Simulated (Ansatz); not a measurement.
A run on `[NH2+]1[GaH2-][NH2+][GaH2-]1` with other settings.

```yaml
crystal:
  periodic: [false, false, false]
  atoms:
    - {symbol: N, position_ang: [-1.181503, 0.475135, -0.435744]}
    - {symbol: Ga, position_ang: [-0.300758, 0.109525, 1.473224]}
    - {symbol: N, position_ang: [1.152880, -0.507156, 0.147473]}
    - {symbol: Ga, position_ang: [0.379141, 0.058889, -1.570139]}
    - {symbol: H, position_ang: [-2.035369, -0.122072, -0.613076]}
    - {symbol: H, position_ang: [-1.594841, 1.454697, -0.248993]}
    - {symbol: H, position_ang: [-0.955618, -1.281679, 1.996985]}
    - {symbol: H, position_ang: [0.007377, 1.333381, 2.313713]}
    - {symbol: H, position_ang: [1.529863, -1.399384, 0.466961]}
    - {symbol: H, position_ang: [1.967601, 0.012821, 0.664061]}
    - {symbol: H, position_ang: [1.100902, 1.366943, -1.988614]}
    - {symbol: H, position_ang: [0.006208, -1.531242, -2.276940]}
basis:
  gaussian: {orbitals: cc-pVDZ}
hamiltonian: {xc: {name: HF}}
correlation: {method: ccsd_t}
```

```sh
$ ansatz run in.yaml --threads 4 --pin off --events-out ev --progress --plain --max-ram 11315MiB
```

It prints (some lines left out):

```
Functional definition: HF
1262 factors; integrals over basis functions are off by at most 1.4e-3 eV
mean field evaluation 1: about -107753.9210 eV, gradient 3.9e1 eV
mean field evaluation 2: about -107753.9362 eV, gradient 3.9e1 eV
mean field evaluation 4: about -107757.5965 eV, gradient 3.2e0 eV
mean field evaluation 8: about -107757.6403 eV, gradient 7.9e-5 eV
mean field -107757.64031782 eV, -3960.0202409278 hartree, gradient 8.1e-7 eV, S^2 0.000000; 0 other end points of the search recorded, 0 dependent functions left out
20 core orbitals not correlated: weight in the atoms' cores, before any rotation towards them, 1.000 or more for the frozen orbitals, at most 0.000 for the correlated occupied ones
reference -107757.64031782 eV, -3960.0202409278 hartree; 22, 22 occupied and 80, 80 virtual orbitals, 1262 factors
second order -15.26969766 eV of doubles, -0.00000000 eV of singles
cycle   1  -16.01802128 eV  change   -7.5e-1 eV  update   1.0e-1
cycle   2  -16.57178057 eV  change   -5.5e-1 eV  update   3.2e-2
cycle   3  -16.67636104 eV  change   -1.0e-1 eV  update   1.4e-2
cycle   4  -16.67098882 eV  change    5.4e-3 eV  update   3.4e-3
cycle   5  -16.67183476 eV  change   -8.5e-4 eV  update   1.2e-3
cycle   6  -16.67183527 eV  change   -5.1e-7 eV  update   3.6e-4
cycle   7  -16.67163856 eV  change    2.0e-4 eV  update   1.3e-4
cycle   8  -16.67164647 eV  change   -7.9e-6 eV  update   4.3e-5
perturbative correction -0.50578281 eV, -0.0185871756 hartree
Total energy: -107774.81774709 eV, -3960.6514998105 hartree
```

It took 21 s on 4 threads of an AMD EPYC on a shared host, with 0.72 GiB of host memory at the peak.
